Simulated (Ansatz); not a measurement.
Cost and result up the ladder for Cu(AsH3)(N(SiH3)2) (CuSi₂AsNH₉) (14 atoms). Total charge 0; singlet. Geometry: r2SCAN-D4/def2-SVP.

```xyz
14

Cu   -0.113    0.169   -0.892
As   -0.352    0.592   -3.073
H    -0.202    2.009   -3.576
H    -1.646    0.276   -3.789
H     0.575   -0.063   -4.069
N     0.099   -0.174    0.897
Si    0.593   -1.772    1.314
Si   -0.223    1.136    1.970
H     1.897   -1.820    2.063
H     0.780   -2.588    0.066
H    -0.405   -2.508    2.166
H    -1.345    0.862    2.934
H    -0.620    2.352    1.181
H     0.961    1.530    2.808
```

Ansatz on 4 threads of Arm Neoverse V1 on a shared host. Times are rough, and most runs start from the orbitals of an earlier one. CAM-B3LYP-D4/def2-TZVP serves as the yardstick here, not as an exact answer. Differences are given only for rows in sets of like size (and for xTB, whose basis is part of the method), since another set adds its own error. Binding counts from free atoms at the same level (Cu doublet, As quartet, H doublet, N quartet, Si triplet; other spins of the atoms weren't run), without zero-point energy or a counterpoise term.

Correlated methods freeze 29 core orbitals; core or outer-core shells of As are correlated, in sets that lack core-valence functions. The rows differ in basis, and correlated rows in double-zeta sets carry the largest basis error.

Correlated methods converge slowly with the basis, most of all in double-zeta sets.

```tsv
level	functions	binding energy per atom (eV)	difference from CAM-B3LYP-D4/def2-TZVP (eV)
MP2/def2-TZVP	252	2.80	-0.15
PBE0-D4/def2-TZVP	252	2.88	-0.07
PBE-D4/def2-TZVPD	306	2.93	-0.02
PBE0-D4/def2-TZVPD	306	2.89	-0.07
B97M-V/def2-TZVP (with forces)	252	2.96	0.00
CCSD(T)/def2-SVP	158	2.72	–
r2SCAN-D4/def2-TZVP	252	2.94	-0.01
r2SCAN-D4/def2-TZVPD	306	2.95	-0.01
PBE-D4/def2-TZVP	252	2.93	-0.03
PBE0-D4/def2-SVP	158	2.89	–
PBE-D4/def2-SVP	158	2.95	–
CAM-B3LYP-D4/def2-TZVP	252	2.96	0.00
```

Estimate how long each takes.

PBE-D4/def2-SVP 2.4 s; PBE0-D4/def2-SVP 3.6 s; PBE-D4/def2-TZVP 4 s; PBE-D4/def2-TZVPD 6.5 s; MP2/def2-TZVP 7.5 s; PBE0-D4/def2-TZVP 8.5 s; r2SCAN-D4/def2-TZVP 8.5 s; CAM-B3LYP-D4/def2-TZVP 9 s; PBE0-D4/def2-TZVPD 12 s; r2SCAN-D4/def2-TZVPD 12 s; B97M-V/def2-TZVP (with forces) 22 s; CCSD(T)/def2-SVP 46 s. On shared hardware such times vary by a factor of up to 3.
